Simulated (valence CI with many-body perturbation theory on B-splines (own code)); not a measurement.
# Sb37+: electric-dipole lines

Computed by relativistic CI+MBPT: four valence electrons over a frozen Dirac-Fock core [Ne], radial functions for each j: 11 s, 11 p, 10 d, 8 f, 5 g, 2 h, with the one-electron correlation potential Σ1, the two-electron term Σ2, the three-electron term Σ3, Breit, model QED; selected CI, second order for the rest, scaled by the run's own slope (own B-spline code, finite nucleus).

The last digits are not significant, and no measured levels were compared; by estimate large intervals hold to a few tenths of a per cent, small ones and those within an open d or f shell to about a per cent. Among the levels kept, up to 680 cm⁻¹ of a level comes from second order outside the variational space, and about a tenth of that is noise between levels of different J, which matters for small intervals.

Lines 51 to 100 of 560 in falling wavelength, among levels below 575.51 eV, chosen from the strongest by gf and those to the six lowest levels. Wavelengths and rates use the calculated energies. Electric multipoles are in the length gauge, E1 and E2 with the static RPA response of the core. Weak lines are less certain than strong ones. Lines between different terms over intervals too small for the method are left out, as are lines whose strength nearly cancels. Where a level lies close to another of its J and parity, the split of strength between their lines is uncertain. The highest levels of a list are the least certain.

Levels are named by their leading jj configuration (3d3/2^4 stands for four electrons in 3d with j = 3/2), which in mixed levels can hold well under half, so a name can repeat and another be missing. Letters in brackets count levels of one name in rising energy.

```csv
λ vac (Å),Upper,Lower,A (s⁻¹),log gf,Branch %
106.8,(3p1/2^2 3p3/2 3d3/2) J=3,(3s 3p1/2 3p3/2 3d5/2) J=4 [a],1.08e+10,-0.89,8.0
104.6,(3p1/2^2 3p3/2 3d5/2) J=4,(3s 3p1/2 3p3/2 3d5/2) J=5,3.50e+10,-0.29,26.3
104.4,(3s 3p1/2 3p3/2^2) J=1 [b],(3s^2 3p3/2^2) J=2,5.99e+09,-1.53,1.8
104.3,(3p1/2 3p3/2^2 3d5/2) J=4 [a],(3s 3p3/2^2 3d5/2) J=4 [a],1.12e+10,-0.78,6.8
104.2,(3p1/2^2 3p3/2 3d3/2) J=2,(3s 3p1/2 3p3/2 3d3/2) J=3 [a],2.31e+10,-0.73,28.5
104.1,(3p1/2^2 3p3/2 3d5/2) J=2,(3s 3p1/2 3p3/2 3d5/2) J=1 [a],1.08e+10,-1.06,7.0
103.9,(3p1/2^2 3p3/2 3d3/2) J=3,(3s 3p1/2 3p3/2 3d3/2) J=4,2.62e+10,-0.53,19.4
101.7,(3p1/2^2 3p3/2 3d5/2) J=4,(3s 3p1/2 3p3/2 3d5/2) J=3 [a],5.42e+09,-1.12,4.1
101.4,(3p1/2 3p3/2^2 3d5/2) J=5,(3s 3p3/2^2 3d5/2) J=5,1.55e+10,-0.58,9.3
100.6,(3p1/2 3p3/2^2 3d5/2) J=4 [b],(3s 3p3/2^2 3d5/2) J=5,8.44e+09,-0.94,3.2
97.31,(3p1/2^2 3p3/2 3d3/2) J=1,(3s 3p1/2 3p3/2 3d3/2) J=2 [b],3.11e+10,-0.88,19.0
95.74,(3p1/2^2 3p3/2 3d5/2) J=4,(3s 3p1/2 3p3/2 3d5/2) J=4 [a],1.99e+10,-0.61,15.0
95.30,(3s^2 3p1/2 3d3/2) J=2,(3s^2 3p1/2 3p3/2) J=2,4.11e+08,-2.55,88.1
94.04,(3s 3p1/2 3d3/2 3d5/2) J=4 [b],(3s 3p1/2 3p3/2 3d5/2) J=4 [b],1.22e+10,-0.84,13.2
90.33,(3s^2 3p3/2 3d3/2) J=1,(3s^2 3p3/2^2) J=0,5.93e+08,-2.66,0.2
89.80,(3s 3p1/2^2 3d3/2) J=1,(3s 3p1/2^2 3p3/2) J=2,1.66e+09,-2.22,12.3
89.32,(3s 3p1/2 3d5/2^2) J=4 [a],(3s 3p1/2 3p3/2 3d5/2) J=3 [c],7.83e+09,-1.07,5.1
87.97,(3s 3p1/2 3d5/2^2) J=3,(3s 3p1/2 3p3/2 3d5/2) J=2 [c],1.07e+10,-1.06,5.1
87.83,(3s 3p1/2 3p3/2^2) J=2 [a],(3s^2 3p1/2 3p3/2) J=1,1.37e+09,-2.10,77.0
87.76,(3s 3p1/2^2 3d3/2) J=2,(3s 3p1/2^2 3p3/2) J=2,4.67e+09,-1.57,37.3
87.72,(3s 3p1/2 3d5/2^2) J=2 [a],(3s 3p1/2 3p3/2 3d5/2) J=1 [b],1.33e+10,-1.11,6.8
86.66,(3p1/2 3p3/2^2 3d5/2) J=4 [a],(3s 3p1/2 3p3/2 3d5/2) J=3 [d],1.69e+10,-0.77,10.2
86.14,(3s^2 3p3/2 3d5/2) J=2,(3s^2 3p3/2^2) J=2,3.00e+07,-3.78,4.7
85.71,(3s 3p1/2 3p3/2^2) J=3,(3s^2 3p1/2 3p3/2) J=2,6.57e+07,-3.30,3.0
83.99,(3p1/2 3p3/2^2 3d5/2) J=4 [b],(3s 3p1/2 3p3/2 3d5/2) J=3 [e],1.08e+10,-0.99,4.1
83.84,(3s 3p1/2 3d5/2^2) J=5,(3s 3p1/2 3p3/2 3d5/2) J=4 [b],2.38e+10,-0.56,31.4
83.37,(3p1/2^2 3p3/2 3d5/2) J=3,(3s 3p1/2 3p3/2 3d3/2) J=2 [b],1.45e+10,-0.97,10.6
83.18,(3s 3p3/2^2 3d5/2) J=5,(3s^2 3p3/2 3d5/2) J=4,4.80e+10,-0.26,100.0
83.06,(3s 3p1/2 3d3/2 3d5/2) J=5,(3s 3p1/2 3p3/2 3d5/2) J=5,8.05e+09,-1.04,9.8
82.97,(3s 3p3/2^2 3d5/2) J=3 [b],(3s 3p3/2^3) J=2,1.11e+10,-1.10,3.2
82.54,(3s^2 3p3/2 3d3/2) J=2,(3s^2 3p3/2^2) J=2,1.07e+09,-2.26,0.2
82.49,(3s^2 3p3/2 3d3/2) J=1,(3s^2 3p3/2^2) J=2,1.07e+09,-2.48,0.3
82.15,(3s^2 3p3/2 3d3/2) J=3,(3s^2 3p3/2^2) J=2,6.69e+09,-1.32,2.2
81.99,(3p1/2 3p3/2^2 3d5/2) J=4 [a],(3s 3p1/2 3p3/2 3d5/2) J=4 [b],9.34e+09,-1.07,5.6
81.89,(3s 3p1/2 3d3/2 3d5/2) J=3 [e],(3s 3p1/2 3p3/2 3d5/2) J=3 [c],2.92e+10,-0.69,11.4
81.68,(3s 3p1/2 3p3/2 3d5/2) J=4 [b],(3s^2 3p1/2 3d5/2) J=3,9.91e+09,-1.05,18.6
81.24,(3s 3p1/2 3d3/2^2) J=3,(3s 3p1/2 3p3/2 3d3/2) J=2 [a],1.89e+10,-0.88,24.2
81.19,(3s 3p3/2 3d3/2 3d5/2) J=4 [c],(3s 3p3/2^2 3d3/2) J=4,1.95e+10,-0.76,8.1
81.04,(3s 3p1/2 3d3/2 3d5/2) J=4 [c],(3s 3p1/2 3p3/2 3d5/2) J=3 [b],1.65e+10,-0.84,8.1
80.69,(3s 3p1/2 3d3/2 3d5/2) J=3 [e],(3s 3p1/2 3p3/2 3d5/2) J=4 [b],2.36e+10,-0.79,9.2
80.68,(3s 3p3/2 3d3/2 3d5/2) J=3 [b],(3s 3p3/2^2 3d3/2) J=4,1.65e+10,-0.95,5.7
80.65,(3s 3p1/2 3d3/2 3d5/2) J=3 [d],(3s 3p1/2 3p3/2 3d5/2) J=3 [b],1.53e+10,-0.98,5.4
80.44,(3s^2 3p1/2 3d3/2) J=1,(3s^2 3p1/2 3p3/2) J=2,3.76e+09,-1.96,0.9
80.38,(3p1/2 3p3/2^2 3d5/2) J=2 [c],(3s 3p3/2^2 3d3/2) J=1 [a],2.00e+10,-1.01,4.1
80.32,(3p1/2 3p3/2^2 3d5/2) J=3 [a],(3s 3p1/2 3p3/2 3d5/2) J=2 [d],1.65e+10,-0.95,5.1
80.24,(3p1/2 3p3/2^2 3d3/2) J=4,(3s 3p1/2 3p3/2 3d5/2) J=4 [b],1.37e+10,-0.92,6.6
80.00,(3s^2 3d5/2^2) J=4,(3s^2 3p3/2 3d5/2) J=3,3.75e+10,-0.49,10.4
79.96,(3p1/2 3p3/2^2 3d5/2) J=3 [b],(3s 3p1/2 3p3/2 3d5/2) J=2 [d],4.99e+10,-0.47,18.6
79.92,(3s 3p3/2^2 3d3/2) J=2 [b],(3s^2 3p3/2 3d5/2) J=1,2.48e+10,-0.93,5.5
79.76,(3p1/2 3p3/2^2 3d3/2) J=2 [b],(3s 3p1/2 3p3/2 3d5/2) J=1 [b],3.40e+10,-0.79,11.4
```

(1) How does gf follow from A for the line at 81.99 Å?

Answers

(1) gf = 1.4992 × (2J+1)_upper × A / σ², with σ = 1219732 cm⁻¹ and 2J+1 = 9: gf = 0.0847.
